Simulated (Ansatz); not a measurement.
```yaml
crystal:
  periodic: [false, false, false]
  atoms:
    - {symbol: Sr, position_ang: [0.415567, -6.997085, -6.787205]}
    - {symbol: O, position_ang: [-0.435894, -7.744218, -2.499350]}
    - {symbol: Sr, position_ang: [0.904324, -7.537366, 2.467340]}
    - {symbol: O, position_ang: [-0.298698, -7.347158, 7.119194]}
    - {symbol: O, position_ang: [-0.445769, -2.067663, -7.387784]}
    - {symbol: Sr, position_ang: [-2.931017, -2.333128, -2.518781]}
    - {symbol: O, position_ang: [0.184668, -2.835937, 2.298818]}
    - {symbol: Sr, position_ang: [-1.507865, -2.793531, 7.406658]}
    - {symbol: Sr, position_ang: [1.519837, 2.706337, -6.942384]}
    - {symbol: O, position_ang: [-0.196255, 2.284178, -1.949117]}
    - {symbol: Sr, position_ang: [2.083791, 2.657723, 1.818122]}
    - {symbol: O, position_ang: [0.307814, 2.253182, 7.754300]}
    - {symbol: O, position_ang: [0.493026, 7.253414, -6.833005]}
    - {symbol: Sr, position_ang: [-1.263904, 7.792992, -2.613376]}
    - {symbol: O, position_ang: [0.240170, 7.420008, 2.503929]}
    - {symbol: Sr, position_ang: [-0.163328, 6.942774, 7.040812]}
basis:
  gaussian: {orbitals: STO-3G}
total_charge: 1
magnetization: {spin_polarized: true, initial_magnetization: 1}
hamiltonian: {xc: {name: wB97M-V}, pseudopotentials: {relativity: none}}
```

```sh
$ ansatz run in.yaml --threads 4 --pin off --events-out ev --progress --plain --max-ram 6963MiB
```

Does this run fit into the memory that it is given?

No. It has 216 basis functions, and the program plans for 14 GiB where 7 GiB are given.
